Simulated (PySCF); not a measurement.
**`COC[SiH3]`: 4 charge schemes on one density**

C₂H₈OSi.
Cartesian coordinates in Å at the PBE0-D3(BJ)/def2-SVP level; atoms count from 1:
```
atom  x, y, z in Å
C1     1.972   -0.447   -0.165
O2     0.591   -0.625   -0.125
C3    -0.111    0.519    0.271
Si4   -1.964    0.121    0.260
H5     2.266    0.348   -0.880
H6     2.427   -1.393   -0.489
H7     2.384   -0.178    0.828
H8     0.193    0.856    1.286
H9     0.089    1.378   -0.406
H10   -2.401   -0.266   -1.114
H11   -2.719    1.340    0.688
H12   -2.260   -0.995    1.205
```

Density: PBE0/pcSseg-1 (PySCF); schemes: Mulliken, IAO, Hirshfeld and ESP-fitted. Geometry: PBE0-D3(BJ)/def2-SVP, one conformer, isolated molecule.

Q: What partial charge does each atom carry?

A: In e; atoms taken as equivalent share a row and are averaged (×n: the atom named and its like, n in all):

```tsv
atom	environment	Mulliken	IAO	Hirshfeld	ESP-fitted
C1	methoxy carbon	-0.034	-0.190	-0.038	-0.170
O2	ether oxygen	-0.504	-0.378	-0.142	-0.271
C3	sp3 carbon bound to oxygen	-0.244	-0.322	-0.084	-0.052
Si4	SiH3 silicon	+0.502	+0.607	+0.311	+0.312
H5/H6/H7	methyl hydrogen	+0.100	+0.129	+0.039	+0.098
H8/H9	methylene hydrogen	+0.119	+0.120	+0.032	+0.072
H10/H11/H12	Si–H hydrogen	-0.086	-0.114	-0.076	-0.085
```

Mean size of the charges over all atoms: IAO 0.205 e, Mulliken 0.173 e, ESP-fitted 0.125 e, Hirshfeld 0.082 e. Each set sums to the total charge, 0, to within 0.001 e. The IAO scheme projects the occupied orbitals on a minimal set of polarised atomic orbitals and counts the electrons in each atom's part of it. The Hirshfeld scheme divides the density at each point in proportion to the densities of the neutral, spherically averaged free atoms.

Some averages cover members that differ in this geometry: H5/H6/H7, IAO +0.116 to +0.154; H5/H6/H7, ESP-fitted +0.086 to +0.122; H5/H6/H7, Mulliken +0.088 to +0.124 e.

Lowest charge. All schemes agree: Mulliken O2 (-0.504); IAO O2 (-0.378); Hirshfeld O2 (-0.142); ESP-fitted O2 (-0.271).

Highest charge. All schemes agree: Mulliken Si4 (+0.502); IAO Si4 (+0.607); Hirshfeld Si4 (+0.311); ESP-fitted Si4 (+0.312).

Q: How closely do the schemes follow one another over all atoms?

A: Correlation coefficient and root-mean-square difference: IAO with Hirshfeld 0.96, 0.149 e; Mulliken with IAO 0.96, 0.072 e; IAO with ESP-fitted 0.94, 0.123 e; Mulliken with Hirshfeld 0.93, 0.135 e; Mulliken with ESP-fitted 0.92, 0.112 e; Hirshfeld with ESP-fitted 0.92, 0.064 e.

Q: Sum the charges by element, for elements with more than one atom.

A: 
```json
{"element": "C", "atoms": "2", "Mulliken": "-0.278", "IAO": "-0.512", "Hirshfeld": "-0.123", "ESP-fitted": "-0.222"}
{"element": "H", "atoms": "8", "Mulliken": "+0.280", "IAO": "+0.283", "Hirshfeld": "-0.046", "ESP-fitted": "+0.181"}
```

Q: How many electrons does the Mulliken scheme count on Si4?

A: Z − q = 14 − (+0.502) = 13.498.

These values come from a run that also computed NMR shieldings. On one thread, Arm Neoverse V1, no GPU, shared host, this took 7.2 s wall.
